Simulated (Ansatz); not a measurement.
A nudged elastic band was laid between two geometries of CH$_{4}$BFN (8 atoms, charge 1, multiplicity 1).

Level of theory: RKS PBE-D4/def2-SVP in Ansatz 0.2.0.

| Item | Value |
| --- | --- |
| movable images | 7 |
| climbing image | yes |
| spring | 5.0 eV/Å² |
| optimiser | quadratic models (default) |
| start path | IDPP |
| force threshold | 0.05 eV/Å |
| iteration limit | 60 |
| end points | relaxed |

Initial state:

```xyz
8
Properties=species:S:1:pos:R:3
C 0.663 0.955 -0.418
N 0.424 -0.156 0.200
B -0.953 -0.819 0.264
F -0.984 -1.930 0.931
H 1.680 1.388 -0.431
H -0.166 1.472 -0.937
H 1.215 -0.625 0.680
H -1.880 -0.284 -0.289
```

Final state:

```xyz
8
Properties=species:S:1:pos:R:3
C 0.683 0.935 -0.403
N 0.434 -0.174 0.214
B -0.947 -0.847 0.284
F -1.889 -0.206 -0.341
H 1.703 1.362 -0.412
H -0.143 1.454 -0.925
H 1.221 -0.644 0.696
H -1.063 -1.880 0.887
```

(1) Which bonds break or form, and what moves?

(2) Give the energies along the band, and the barrier.

(3) What is the geometry of the highest image?

(4) What are the harmonic wavenumbers there?

The band took 6 iterations and about 60 core-seconds.

Answers

(1) No bond is made or broken. The dihedral C1–N2–B3–F4 goes from 180 to 0°.

(2) The run converged. The highest image is number 4 of 0 to 8, 0.258 eV above the first end and 0.228 eV above the last; the last end lies 0.030 eV above the first. A vibrational analysis at the climbing image gives one clearly imaginary mode, 174i cm⁻¹: a first-order saddle point. Limits of this set-up: the dipole of an ion depends on the origin.

```
image  path coordinate (Å)  energy (eV)  dihedral C1–N2–B3–F4 (°)
    0                 0.00        0.000                       180
    1                 0.50        0.037                       156
    2                 1.00        0.128                       134
    3                 1.51        0.220                       113
    4                 2.01        0.258                        92
    5                 2.52        0.219                        69
    6                 3.03        0.132                        47
    7                 3.55        0.057                        24
    8                 4.06        0.030                         0
```

(3) 
```xyz
8
Properties=species:S:1:pos:R:3:forces:R:3
C 0.846 0.643 -0.653 0.00 0.00 0.01
N 0.326 0.029 0.354 0.00 0.01 -0.02
B -1.076 -0.626 0.414 -0.01 0.01 0.01
F -1.106 -1.879 0.084 0.01 -0.01 0.00
H 1.857 1.083 -0.584 0.00 0.00 0.00
H 0.277 0.736 -1.597 0.00 0.00 0.00
H 0.897 -0.021 1.219 0.00 0.00 0.00
H -2.021 0.034 0.764 0.00 0.00 0.00
```

(4) 174i, 254, 333, 577, 805, 865, 1007, 1046, 1095, 1111, 1367, 1400, 1436, 1677, 2677, 3064, 3189, 3362 cm⁻¹.

Time of the run: 56 s on 1 thread of Intel(R) Xeon(R) Platinum 8488C (Sapphire Rapids), with other jobs on the host, peak memory 0.15 GiB.
